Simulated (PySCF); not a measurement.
# Electron affinity of Tl by level of theory

Tl⁻ [Xe] 4f14 5d10 6s2 6p2 (3P) → Tl [Xe] 4f14 5d10 6s2 6p1 (2P), as a difference of total energies. All numbers are calculated (PySCF 2.14, scalar relativity by spin-free X2C-1e, in aug-cc-pVQZ-DK3). Correlated levels: valence: [Xe] 4f14 5d10 frozen. The calculations carry no spin-orbit coupling.

| method | electron affinity (eV) |
| --- | --- |
| UHF | -0.013 |
| MP2 (valence) | 0.251 |
| SCS-MP2 (valence) | 0.161 |
| CCSD (valence) | 0.284 |
| CCSD(T) (valence) | 0.314 |

Spin-orbit coupling is strong in these open shells (close to jj coupling). The scalar numbers leave it out and a first-order estimate fails, so it can dominate the gap to the real levels.

Errors of the correlated levels include the incompleteness of this basis and the frozen core.

A negative affinity means that the anion lies above the atom at that level of theory.

For comparison: 0.320 eV (measured; photodetachment measurements, as compiled on the Wikipedia data page of electron affinities).
